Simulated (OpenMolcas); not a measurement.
An atom or ion with 40 electrons was computed by SS-CASPT2, IPEA 0.25 Eh, imaginary shift 0.1 Eh with spin-orbit coupling (OpenMolcas, ANO-RCC-VQZP, DKH2). The lowest levels that the run gave, each within 12 % of the measured value where one is at hand:

| J | Parity | E (cm-1) | g |
| --- | --- | --- | --- |
| 0 | even | 0.0 |  |
| 1 | even | 241 | 1.501 |
| 2 | even | 665 | 1.500 |
| 3 | even | 1217 | 1.499 |
| 4 | even | 1859 | 1.499 |
| 0 | even | 11670 |  |
| 1 | even | 12910 | 1.494 |
| 4 | even | 13080 | 0.837 |
| 5 | even | 13630 | 1.043 |
| 6 | even | 14130 | 1.164 |
| 3 | even | 14520 | 1.011 |
| 2 | even | 14550 | 0.675 |

**Question.** Which ion is it, and what are the configurations and terms?

**Answer.** Mo2+ (Z = 42, charge +2; active space 4 electrons in 5 orbitals (4d)). J, parity and g give the terms where levels are pure, and mixed ones are named by the computed weights; the size of the splittings, set against known spectra of the 40-electron sequence, gives the charge. In order, with the measured energies in cm-1 (Sugar and Musgrove, J. Phys. Chem. Ref. Data 17, 155 (1988)): 4d4 5D0, 4d4 5D1 (242), 4d4 5D2 (668), 4d4 5D3 (1224), 4d4 5D4 (1872), 4d4 3P0(1) (11149), 4d4 3P1(1) (12510), 4d4 3H4 (12680), 4d4 3H5 (13276), 4d4 3H6 (13811), 4d4 3F3(1) (13948), 4d4 3F2(1) (13929).

Term energies are means over components that CASPT2 splits; among the terms shown or strongly mixed into the levels shown the widest spread is 150 cm-1 (4d4 3F(1)). Levels of configurations with an s electron are missing; early in the row they begin among the upper levels of the d shell and mix with terms of their name. Computed and measured levels are paired by configuration, term and J; levels that our copy of the source lacks, or whose pairing is in doubt (as where it misses far off the trend of its configuration), stay unpaired and out of the deviations. Only configurations of the active space appear.

A number in round brackets counts repeated terms of one configuration in the order of the reference energies.
